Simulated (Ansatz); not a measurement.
Ansatz (a program for electronic structure) input (PBE0/def2-TZVP):

Ansatz 0.2 input:
```yaml
crystal:
  periodic: [false, false, false]
  atoms:
    - {symbol: C, position_ang: [-0.67177232, -1.74697600, -0.02200708]}
    - {symbol: Si, position_ang: [0.00538955, -0.04826944, -0.19694206]}
    - {symbol: C, position_ang: [-1.03233025, 1.32414800, -0.81849250]}
    - {symbol: O, position_ang: [1.52705337, 0.10114095, -0.70868320]}
    - {symbol: O, position_ang: [0.14053453, 0.43232726, 1.62526188]}
    - {symbol: H, position_ang: [-1.63350819, -1.74248333, 0.49478578]}
    - {symbol: H, position_ang: [-0.83894423, -2.16673966, -1.01749872]}
    - {symbol: H, position_ang: [0.00804307, -2.42174440, 0.50311813]}
    - {symbol: H, position_ang: [-0.52513265, 2.28660463, -0.72550348]}
    - {symbol: H, position_ang: [-1.99148377, 1.37301351, -0.30126295]}
    - {symbol: H, position_ang: [-1.22894913, 1.16691531, -1.88200682]}
    - {symbol: H, position_ang: [2.16307572, -0.61539873, -0.79152247]}
    - {symbol: H, position_ang: [0.33145304, -0.22505025, 2.31338495]}
    - {symbol: H, position_ang: [0.52390450, 1.28987750, 1.87406259]}
basis:
  gaussian:
    orbitals: def2-TZVP
hamiltonian:
  xc: {name: PBE0}
total_charge: 1
```

End of the output:

```
integrals: 0.14 GiB planned
1326 factors; their error is unknown
0.32 GiB of the device are held for the grids
1.15 GiB of device memory are held for the factors and their scratch space
mean field: 1.00 GiB planned
mean field evaluation 1: about -14158.8378 eV, gradient 1.1e2 eV
mean field evaluation 2: about -14146.0264 eV, gradient 1.4e2 eV
mean field evaluation 4: about -14180.9379 eV, gradient 6.4e0 eV
mean field evaluation 8: about -14181.0112 eV, gradient 4.7e-2 eV
mean field evaluation 16: about -14181.0431 eV, gradient 2.7e-5 eV
mean field -14181.04309077 eV, -521.1437213296 hartree, gradient 2.7e-5 eV, S^2 0.000000; 0 other end points of the search recorded, 0 dependent functions left out
reference -14181.04312088 eV, -521.1437224361 hartree; 25, 25 occupied and 190, 190 virtual orbitals, 1326 factors
Total energy: -14181.04312088 eV, -521.1437224361 hartree
```

It need not be the lowest isomer of its formula.
